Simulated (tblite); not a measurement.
Compound: C2H6ClSi (doublet state).
Numbering: `[CH3:1][Si:2]([CH3:3])[Cl:4]` (hydrogens: H5, H6, H7 on C1; H8, H9, H10 on C3)

Computed with GFN2-xTB (tblite): harmonic, unscaled wavenumbers at the GFN2-xTB geometry, gas phase. Against measured fundamentals such values can be off by several per cent, at times by over 20. Open shells enter through the occupations alone, without spin polarisation, and single modes of such species can be off by tens of per cent.

Harmonic wavenumbers (cm⁻¹): 106.2, 114.9, 154.0, 157.2, 202.3, 434.0, 682.7, 749.9, 795.5, 822.5, 847.3, 852.7, 1354.8, 1363.3, 1469.0, 1472.6, 1477.8, 1482.8, 2991.1, 2995.6, 3046.6, 3048.5, 3051.9, 3054.8.

A = 5391, B = 3329, C = 2260 MHz; mass 92.993 u (most abundant isotopes); point group Cs, symmetry number 1; spin multiplicity 2.

Task: Zero-point energy?

Result: ½Σν̃ = 16364 cm⁻¹ = 195.76 kJ/mol.

Task: Give the ideal-gas entropy at 500 K and 1 bar in the rigid-rotor, harmonic-oscillator model (classical rotation).

Result: Translation 176.13, rotation 117.22, vibration 108.62, spin (R ln 2) 5.76: S = 407.7 J/(mol K).

Task: And Cp and H(500 K) − H(0)?

Result: Cp = 129.19 J/(mol K), of which vibrations give 95.93 (their classical limit is 24 R = 199.5); H(500 K) − H(0) = 43.69 kJ/mol without the zero-point energy, 27.06 from vibrations.

Task: How do the functions run with temperature in this model?

Result: 
| T (K) | S (J/(mol K)) | Cp (J/(mol K)) | H − H(0) (kJ/mol) | G − H(0) (kJ/mol) | ln q(vib) |
| --- | --- | --- | --- | --- | --- |
| 150 | 291.9 | 72.3 | 7.99 | -35.79 | 1.54 |
| 250 | 332.8 | 89.6 | 16.08 | -67.12 | 3.09 |
| 298.15 | 349.3 | 98.1 | 20.59 | -83.54 | 3.79 |
| 400 | 380.5 | 114.9 | 31.46 | -120.74 | 5.22 |
| 600 | 432.4 | 141.2 | 57.22 | -202.21 | 7.83 |
| 900 | 495.2 | 168.4 | 103.95 | -341.70 | 11.34 |

q(vib) and H(0) count from the zero-point level.

Task: Blend soft modes into free rotors: weight 1/[1 + (100 cm⁻¹/ν̃)⁴] for the oscillator and the rest for a rotor with moment μB/(μ + B), μ = h/(8π²ν), B = 10⁻⁴⁴ kg m². What vibrational entropy results?

Result: 104.32 J/(mol K) in place of 108.62, which changes −T·S at 500 K by +2.15 kJ/mol.

Task: Which modes carry the vibrational entropy at 500 K?

Result: 106.2 cm⁻¹: 18.20; 114.9 cm⁻¹: 17.55; 154.0 cm⁻¹: 15.15; 157.2 cm⁻¹: 14.98; 202.3 cm⁻¹: 12.93; 434.0 cm⁻¹: 6.99 J/(mol K); the other 18 give 22.82 together.

Task: What must be added to the electronic energy to get the Gibbs energy at 500 K and 1 bar?

Result: ZPE + [H(500 K) − H(0)] − T·S = 195.76 + 43.69 − 203.87 = 35.58 kJ/mol.

Hindered rotation and anharmonicity are outside this model.

The run took 0.17 s of wall time on an Arm Neoverse V2 with one thread (shared host). This covers the Hessian and the dipole derivatives.
